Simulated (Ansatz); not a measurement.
Two members of one family ([V(III)(H2O)6-n(F)n]), computed with Ansatz in the gas phase. The two geometries come from different levels. HOMO and LUMO are taken over both spins. Singlets are spin-restricted. The spins of the ions were chosen, not always searched. Names give formal oxidation states. A dash marks a value that wasn't run or was left out as unsound. The structures are stationary points that may keep the symmetry of their start. Remarks come from the PBE and PBE0 runs and from stability tests at other levels; not every state was tested. HOMO above LUMO (over both spins in singlets and doublets, within one spin in higher multiplets; at PBE or PBE0), or a gap under 0.15 eV within one spin, warns that the state may not be the lowest or that an electron is smeared out.

First: trans-[VF2(H2O)4]+ (triplet, charge 1, PBE-D4/def2-SVP geometry; oxidised ion doublet).

```xyz
15

V     0.000    0.000    0.000
F     1.223   -1.210    0.542
F    -1.223    1.209   -0.542
O     0.276   -0.610   -1.996
H    -0.508   -0.481   -2.568
H     0.551   -1.542   -2.103
O    -0.281    0.614    1.994
H    -0.566    1.545    2.092
H     0.502    0.499    2.569
O     1.511    1.451   -0.163
H     1.354    2.166   -0.812
H     2.413    1.110   -0.333
O    -1.506   -1.456    0.165
H    -2.409   -1.124    0.345
H    -1.338   -2.173    0.809
```

```csv
level,HOMO (eV),LUMO (eV),gap (eV),vertical IE (eV)
PBE-D4/def2-SVP,-7.70,-7.49,0.21,–
PBE-D4/def2-TZVP,-8.04,-7.81,0.22,11.97
PBE0-D4/def2-SVP,-10.63,-6.47,4.16,–
PBE0-D4/def2-TZVP,-10.79,-6.56,4.23,13.04
ωB97M-V/def2-TZVP,-13.44,-4.12,9.32,–
```

Metal–donor distances: 2 × F 1.80 Å, 4 × O 2.10 to 2.11 Å. Remarks: restricted SCF unstable (singlet).

Second: cis-[VF2(H2O)4]+ (triplet, charge 1, PBE0-D4/def2-SVP geometry; oxidised ion doublet).

```
atom    x (Å)    y (Å)    z (Å)
  V1   0.1533  -0.3602  -0.2067
  F2  -0.4777  -1.9869   0.0629
  O3   0.4329   1.7629  -0.0918
  H4  -0.3090   2.3576  -0.2672
  H5   1.1766   2.0713  -0.6296
  F6   1.4708  -0.3283  -1.3816
  O7  -1.2912   0.2925   1.2369
  H8  -0.9694   0.6761   2.0651
  H9  -1.9186  -0.4034   1.4821
 O10   1.4981  -0.7384   1.3566
 H11   2.4341  -0.6209   1.1370
 H12   1.4014  -1.6684   1.6174
 O13  -1.1567  -0.1097  -1.8228
 H14  -1.8086  -0.8211  -1.9159
 H15  -0.6359  -0.1231  -2.6424
```

Question: Estimate the same table for the second.

Answer: 
```csv
level,HOMO (eV),LUMO (eV),gap (eV),vertical IE (eV)
PBE-D4/def2-SVP,-7.96,-7.25,0.71,–
PBE-D4/def2-TZVP,-8.26,-7.55,0.71,12.18
PBE0-D4/def2-SVP,-10.82,-6.18,4.65,–
PBE0-D4/def2-TZVP,-10.94,-6.27,4.67,13.18
ωB97M-V/def2-TZVP,-13.57,-3.87,9.70,–
```

Metal–donor distances: 2 × F 1.76 to 1.77 Å, 4 × O 2.10 to 2.14 Å. Remarks: HOMO above LUMO (singlet), restricted SCF unstable (singlet).
